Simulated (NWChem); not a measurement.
System: GeNH2Cl2F; SMILES [F][Ge]([NH2])([Cl])[Cl]

Parts of the log:

```
             Northwest Computational Chemistry Package (NWChem) 7.3.0
             --------------------------------------------------------

 C1  symmetry detected

                             Geometry "geometry" -> ""
                             -------------------------

 Output coordinates in angstroms (scale by  1.889725989 to convert to a.u.)

  No.       Tag          Charge          X              Y              Z
 ---- ---------------- ---------- -------------- -------------- --------------
    1 N                    7.0000     1.49819403    -0.18854891     1.33238283
    2 Ge                  32.0000     0.27604187    -0.00446200    -0.00092276
    3 F                    9.0000     1.11795430     0.09538044    -1.52228556
    4 Cl                  17.0000    -0.97370101    -1.75132464    -0.03541400
    5 Cl                  17.0000    -0.93021932     1.78731553     0.07115394
    6 H                    1.0000     1.86814541     0.70835837     1.66940093
    7 H                    1.0000     1.11621332    -0.71600111     2.12643877

 Effective nuclear repulsion energy (a.u.)     598.8526154965

                                 NWChem DFT Module
                                 -----------------

 Summary of "ao basis" -> "ao basis" (spherical)
 ------------------------------------------------------------------------------
       Tag                 Description            Shells   Functions and Types
 ---------------- ------------------------------  ------  ---------------------
 N                          def2-svp                 6       14   3s2p1d
 Ge                         def2-svp                12       32   5s4p3d
 F                          def2-svp                 6       14   3s2p1d
 Cl                         def2-svp                 8       18   4s3p1d
 H                          def2-svp                 3        5   2s1p

            General Information
            -------------------
          SCF calculation type: DFT
          Wavefunction type:  closed shell.
          No. of atoms     :     7
          No. of electrons :    84
           Alpha electrons :    42
            Beta electrons :    42
          Charge           :     0
          Spin multiplicity:     1
          Use of symmetry is: off; symmetry adaption is: off
          Maximum number of iterations: 150
          AO basis - number of functions:   106
                     number of shells:    46
          Convergence on energy requested:  1.00D-06
          Convergence on density requested:  1.00D-05
          Convergence on gradient requested:  5.00D-04

              XC Information
              --------------
                        Slater Exchange Functional  1.000 local
            Perdew 1991 LDA Correlation Functional  1.000 local

             Grid Information
             ----------------
          Grid used for XC integration:  medium
          Radial quadrature: Mura-Knowles
          Angular quadrature: Lebedev.
          Tag              B.-S. Rad. Rad. Pts. Rad. Cut. Ang. Pts.
          ---              ---------- --------- --------- ---------
          N                   0.65       49           9.0       434
          Ge                  1.25      112           8.0       590
          F                   0.50       49          10.0       434
          Cl                  1.00       88          11.0       590
          H                   0.35       45          10.0       434
          Grid pruning is: on
          Number of quadrature shells:   476
          Spatial weights used:  Erf1

      Superposition of Atomic Density Guess
      -------------------------------------

 Sum of atomic energies:       -3148.22577974

      Non-variational initial energy
      ------------------------------

 Total energy =   -3149.285652
 1-e energy   =   -5574.054006
 2-e energy   =    1825.915739
 HOMO         =      -0.362171
 LUMO         =      -0.006445

     ---------------------------------------------
      Total Density - Mulliken Population Analysis
     ---------------------------------------------

    Atom       Charge   Shell Charges
 -----------   ------   -------------------------------------------------------
    1 N    7     7.75   1.99  1.04  0.48  2.50  1.73  0.01
    2 Ge  32    30.27   2.00  2.00  2.00  0.84  0.06  6.00  5.98  0.73  0.44  8.15  1.81  0.27
    3 F    9     9.65   1.99  1.15  0.80  3.51  2.19  0.00
    4 Cl  17    17.41   2.00  1.99  1.22  0.73  5.94  2.14  3.38  0.01
    5 Cl  17    17.42   2.00  1.99  1.22  0.73  5.94  2.14  3.39  0.01
    6 H    1     0.75   0.59  0.12  0.04
    7 H    1     0.75   0.58  0.12  0.04

   convergence    iter        energy       DeltaE   RMS-Dens  Diis-err
 ---------------- ----- ----------------- --------- --------- ---------
 d= 0,ls=0.0,diis     1  -3145.2927944748 -3.74D+03  2.52D-02  1.72D+00
 d= 0,ls=0.0,diis     2  -3144.8741586114  4.19D-01  1.72D-02  5.75D+00
 d= 0,ls=0.0,diis     3  -3145.4238240823 -5.50D-01  4.77D-03  3.43D-01
 d= 0,ls=0.0,diis     4  -3145.4394770184 -1.57D-02  2.81D-03  9.61D-02
 d= 0,ls=0.0,diis     5  -3145.4509402248 -1.15D-02  5.70D-04  1.14D-02
  Resetting Diis
 d= 0,ls=0.0,diis     6  -3145.4517873697 -8.47D-04  2.15D-04  4.57D-04
 d= 0,ls=0.0,diis     7  -3145.4518138753 -2.65D-05  3.05D-04  1.95D-04
 d= 0,ls=0.0,diis     8  -3145.4517115217  1.02D-04  2.11D-04  1.04D-03
 d= 0,ls=0.0,diis     9  -3145.4518373347 -1.26D-04  7.94D-06  1.96D-06
 d= 0,ls=0.0,diis    10  -3145.4518374503 -1.16D-07  2.48D-06  9.22D-08

         Total DFT energy =    -3145.451837450320
      One electron energy =    -5572.849954798363
           Coulomb energy =     1974.965961834780
    Exchange-Corr. energy =     -146.420459983272
 Nuclear repulsion energy =      598.852615496535

 Numeric. integr. density =       83.999996584060

                       DFT Final Molecular Orbital Analysis
                       ------------------------------------

 Vector   40  Occ=2.000000D+00  E=-2.966043D-01
              MO Center= -8.4D-01, -3.6D-02,  2.7D-02, r^2= 4.3D+00
   Bfn.  Coefficient  Atom+Function         Bfn.  Coefficient  Atom+Function
  ----- ------------  ---------------      ----- ------------  ---------------
    73      0.427029  4 Cl pz                91     -0.420496  5 Cl pz
    70      0.317814  4 Cl pz                88     -0.315498  5 Cl pz
    67      0.185871  4 Cl pz                85     -0.184492  5 Cl pz
    72     -0.123081  4 Cl py                90     -0.122296  5 Cl py
    71      0.105058  4 Cl px                69     -0.096218  4 Cl py

 Vector   41  Occ=2.000000D+00  E=-2.901878D-01
              MO Center= -8.6D-01,  2.6D-01, -1.3D-02, r^2= 4.3D+00
   Bfn.  Coefficient  Atom+Function         Bfn.  Coefficient  Atom+Function
  ----- ------------  ---------------      ----- ------------  ---------------
    89      0.320855  5 Cl px                90      0.313400  5 Cl py
    71     -0.289795  4 Cl px                72      0.289823  4 Cl py
    86      0.244612  5 Cl px                87      0.235935  5 Cl py
    68     -0.222747  4 Cl px                69      0.217946  4 Cl py
    91     -0.178596  5 Cl pz                83      0.142438  5 Cl px

 Vector   42  Occ=2.000000D+00  E=-2.604243D-01
              MO Center=  1.2D+00, -2.5D-02,  1.0D+00, r^2= 2.6D+00
   Bfn.  Coefficient  Atom+Function         Bfn.  Coefficient  Atom+Function
  ----- ------------  ---------------      ----- ------------  ---------------
     4      0.414220  1 N  px                 7     -0.333613  1 N  px
     5     -0.272700  1 N  py                 8      0.217977  1 N  py
    91     -0.195984  5 Cl pz                 6     -0.159715  1 N  pz
    89     -0.152194  5 Cl px                88     -0.143371  5 Cl pz
     3     -0.141644  1 N  s                  2     -0.138918  1 N  s

 Vector   43  Occ=0.000000D+00  E=-8.836568D-02
              MO Center= -1.0D-01,  3.5D-02,  5.5D-02, r^2= 3.9D+00
   Bfn.  Coefficient  Atom+Function         Bfn.  Coefficient  Atom+Function
  ----- ------------  ---------------      ----- ------------  ---------------
    18      0.919510  2 Ge s                 19      0.448341  2 Ge s
    17     -0.437178  2 Ge s                 90      0.381231  5 Cl py
    72     -0.371653  4 Cl py                 3     -0.357899  1 N  s
    71     -0.219317  4 Cl px                89     -0.219048  5 Cl px
    87      0.212993  5 Cl py                69     -0.206496  4 Cl py

 Vector   44  Occ=0.000000D+00  E=-4.544732D-03
              MO Center=  6.9D-01,  2.1D-01,  5.8D-01, r^2= 4.4D+00
   Bfn.  Coefficient  Atom+Function         Bfn.  Coefficient  Atom+Function
  ----- ------------  ---------------      ----- ------------  ---------------
     3      0.798644  1 N  s                103     -0.623054  7 H  s
    29     -0.546140  2 Ge px                30     -0.457777  2 Ge py
    26     -0.354755  2 Ge px                98     -0.318316  6 H  s
    72     -0.294452  4 Cl py                27     -0.278047  2 Ge py
    64     -0.271627  4 Cl s                 19     -0.269481  2 Ge s

 Vector   45  Occ=0.000000D+00  E= 3.952732D-03
              MO Center=  3.0D-01,  1.3D-02,  6.8D-01, r^2= 4.4D+00
   Bfn.  Coefficient  Atom+Function         Bfn.  Coefficient  Atom+Function
  ----- ------------  ---------------      ----- ------------  ---------------
    31     -0.770877  2 Ge pz                 3      0.761460  1 N  s
    98     -0.439758  6 H  s                 28     -0.352293  2 Ge pz
   103     -0.330623  7 H  s                 19     -0.327201  2 Ge s
    18      0.317681  2 Ge s                 49     -0.267129  3 F  s
    73      0.239057  4 Cl pz                91      0.221097  5 Cl pz

     ---------------------------------------------
      Total Density - Mulliken Population Analysis
     ---------------------------------------------

[...]
```

Level: LDA (Slater exchange, PW92)/def2-SVP. All runs use the structure optimised with PBE-D3(BJ)/def2-SVP.

Question: Which NWChem input produces such a log?

Answer: One answer among several that fit: the input that was run:
```
start job
memory heap 200 mb stack 900 mb global 1100 mb
geometry units angstroms noautoz
  N      1.632461    -0.152055     1.217109
  Ge     0.323466     0.002185    -0.035085
  F      1.055246    -0.017912    -1.615409
  Cl    -0.984645    -1.694342     0.123716
  Cl    -0.812175     1.840279     0.014491
  H      2.056523     0.747791     1.472719
  H      1.291473    -0.617983     2.066390
end
basis spherical
  * library def2-svp
end
dft
  xc slater pw91lda
  iterations 150
  mulliken
end
task dft energy
```
